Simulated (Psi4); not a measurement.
Pair of molecules, SMILES [AlH3] with SMILES C#N (the first has 4 atoms); geometry from B3LYP-D3(BJ)/def2-TZVP, rigid monomers moved along the line of their centres of mass till Al1···N6 is 3.71 Å.
(charge 0, multiplicity 1):
```xyz
7

Al    -0.1616     0.3641     0.2628
H      1.2536     0.8243    -0.2996
H     -1.2365     1.4889     0.5949
H     -0.6908    -1.0821    -0.1362
C      1.2065    -0.6321     4.8117
N      0.8847    -0.3997     3.7430
H      1.5080    -0.8496     5.8127
```

Computed with SAPT0/jun-cc-pV(D+d)Z in Psi4.

Which attractive term is largest, and how does the interaction split up?

electrostatics -3.80, exchange 0.21, induction -0.44, dispersion -0.42, total -4.46 kcal/mol; the largest attraction is electrostatics.
